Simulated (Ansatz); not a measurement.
Molecule: GaO2, net charge 0, doublet state. It need not be the lowest isomer of its formula. 
Coordinates optimised at B3LYP-D3(BJ)/def2-TZVP (Ansatz, a first-principles code):
```
Ga
O 1 1.6959
O 1 1.6959 2 180.00
```
Charge 0, spin multiplicity 2.

Parts of the frozen-core correlation energy in 6-31G* (Ansatz, hartree). Frozen orbitals: 16; correlated occupied orbitals by spin: 8 and 7; virtual: 41 and 42. UHF or UKS for open shells. Spin-orbit coupling is left out. No relativistic terms.

```csv
term,value
reference (HF),-2072.58660
MP2 opposite-spin,-0.28957
MP2 same-spin,-0.10967
CCSD correlation,-0.40584
(T),-0.01869
T1 diagnostic,0.064
largest doubles amplitude,0.073
<S^2> of the reference,0.761
```
